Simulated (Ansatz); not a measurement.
The cation of BF3H2S at the neutral geometry.

```yaml
crystal:
  periodic: [false, false, false]
  atoms:
    - {symbol: F, position_ang: [0.514097, -1.099425, 1.528312]}
    - {symbol: B, position_ang: [0.250393, -1.202826, 0.241962]}
    - {symbol: F, position_ang: [-1.001098, -1.327846, -0.156851]}
    - {symbol: F, position_ang: [1.228474, -1.415196, -0.614130]}
    - {symbol: S, position_ang: [0.278630, 1.617165, -0.161440]}
    - {symbol: H, position_ang: [-0.886439, 1.812909, 0.475694]}
    - {symbol: H, position_ang: [-0.322857, 1.547217, -1.359347]}
basis:
  gaussian: {orbitals: def2-TZVPP}
total_charge: 1
magnetization: {spin_polarized: true, initial_magnetization: 1}
correlation: {method: ccsd_t}
scf: {omitted_lower_state_checks: [cluster_reference]}
```

```sh
$ ansatz run in.yaml --threads 2 --pin off --events-out ev --progress --plain --max-ram 32768MiB --backend cuda --devices 0, --max-vram 18GiB
```

Shortened log:

```
Functional definition: HF
1212 factors; integrals over basis functions are off by at most 1.3e-3 eV
mean field evaluation 1: about -19631.7174 eV, gradient 4.4e1 eV
mean field evaluation 2: about -19631.7221 eV, gradient 4.4e1 eV
mean field evaluation 4: about -19638.0971 eV, gradient 2.6e0 eV
mean field evaluation 8: about -19638.1776 eV, gradient 2.0e-1 eV
mean field -19638.17983288 eV, -721.6897976220 hartree, gradient 2.5e-6 eV, S^2 0.766551; 0 other end points of the search recorded, 0 dependent functions left out
9 core orbitals not correlated: weight in the atoms' cores, before any rotation towards them, 1.000 or more for the frozen orbitals, at most 0.000 for the correlated occupied ones
reference -19638.17983288 eV, -721.6897976220 hartree; 16, 15 occupied and 169, 170 virtual orbitals, 1212 factors
second order -26.98778751 eV of doubles, -0.00000000 eV of singles
cycle   1  -27.03790924 eV  change   -5.0e-2 eV  update   1.1e-1
cycle   2  -27.61010122 eV  change   -5.7e-1 eV  update   3.2e-2
cycle   3  -27.76042172 eV  change   -1.5e-1 eV  update   1.8e-2
cycle   4  -27.74737790 eV  change    1.3e-2 eV  update   4.5e-3
cycle   5  -27.74392448 eV  change    3.5e-3 eV  update   2.5e-3
cycle   6  -27.74548574 eV  change   -1.6e-3 eV  update   9.0e-4
cycle   7  -27.74555486 eV  change   -6.9e-5 eV  update   5.1e-4
cycle   8  -27.74543673 eV  change    1.2e-4 eV  update   2.4e-4
cycle   9  -27.74550813 eV  change   -7.1e-5 eV  update   1.5e-4
cycle  10  -27.74551709 eV  change   -9.0e-6 eV  update   9.5e-5
cycle  11  -27.74544627 eV  change    7.1e-5 eV  update   5.5e-5
cycle  12  -27.74551286 eV  change   -6.7e-5 eV  update   2.6e-5
cycle  13  -27.74551349 eV  change   -6.3e-7 eV  update   1.0e-5
perturbative correction -0.83957316 eV, -0.0308537445 hartree
Total energy: -19666.76491953 eV, -722.7402801808 hartree
Checks for a lower state left out: cluster_reference
```

Hardware: 2 threads of an AMD EPYC 7R13 on a shared host and a share of an NVIDIA H100 80 GB. Wall time 4.4 s, peak host memory 0.81 GiB.
